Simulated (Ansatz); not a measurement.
System: C$_{5}$H$_{7}$Si, net charge -1, singlet state. It need not be the lowest isomer of its formula. Whether it binds its extra electron was not tested at this geometry. 
Geometry from a B3LYP-D3(BJ)/def2-TZVP (Ansatz, a quantum-chemistry and plane-wave program) optimisation:
SMILES: C1=CC([SiH2-])=CC1
```xyz
13

Si     2.1901    -0.3153     0.1458
C      0.3077     0.0463     0.0680
C     -0.5584     0.6020     0.9553
C     -1.9877     0.4702     0.4953
C     -1.8377    -0.2516    -0.8160
C     -0.5324    -0.4857    -1.0305
H      2.5488     0.3359    -1.1978
H      2.6077     0.8670     1.0288
H     -0.2835     1.0980     1.8774
H     -2.6192    -0.0956     1.1985
H     -2.4807     1.4457     0.3679
H     -2.6649    -0.5258    -1.4586
H     -0.1182    -0.9984    -1.8909
```
Charge -1, spin multiplicity 1.

Total electronic energies in hartree. Cores are frozen in the correlated levels unless marked. Spin-orbit coupling is left out. Non-relativistic. CBS marks a two-point X^-3 extrapolation of the correlation energy; Hartree-Fock from the larger set. [CCSD(T)-MP2]/basis is that difference in the basis named.

The Hartree-Fock reference is unstable (checked in the largest basis), which strains HF and MP2. 

```csv
level,program,energy (Eh)
HF/6-31G*,Ansatz,-482.25144
HF/aug-cc-pV(T+d)Z,Ansatz,-482.35788
PBE-D3(BJ)/def2-TZVPD,Ansatz + dftd3,-483.87600
BLYP/def2-TZVPD,Ansatz,-484.17462
r2SCAN/def2-TZVPD,Ansatz,-484.12658
r2SCAN-D4/def2-TZVPD,Ansatz + dftd4,-484.13030
PBE0-D4/def2-TZVP,Ansatz + dftd4,-483.92138
PBE0/def2-TZVP,Ansatz,-483.90898
PBE0/def2-QZVPP,Ansatz,-483.93274
r2SCAN0-D4/def2-TZVPD,Ansatz + dftd4,-484.10535
HSE06/def2-TZVPD,Ansatz,-483.89357
RPA@PBE/cc-pV(Q+d)Z,Ansatz,-483.97942
MP2/cc-pV(D+d)Z,Ansatz,-483.06322
MP2/cc-pV(T+d)Z,Ansatz,-483.29314
MP2/cc-pVTZ,Ansatz,-483.29118
RI-MP2/aug-cc-pV(Q+d)Z,Ansatz,-483.38045
"RI-MP2/CBS(aug-cc-pV(T+d)Z,aug-cc-pV(Q+d)Z)",Ansatz,-483.4178
CCSD/cc-pV(D+d)Z,Ansatz,-483.12312
CCSD/cc-pVTZ,Ansatz,-483.33650
CCSD(T)/6-31G*,Ansatz,-483.06127
CCSD(T)/cc-pV(D+d)Z,Ansatz,-483.15728
CCSD(T)/cc-pV(T+d)Z,Ansatz,-483.38915
"RI-MP2/CBS(aug-cc-pV(T+d)Z,aug-cc-pV(Q+d)Z)+[CCSD(T)-MP2]/aug-cc-pV(T+d)Z",Ansatz,-483.5128
```

Totals of different functionals don't rank their quality; only differences between species are comparable.
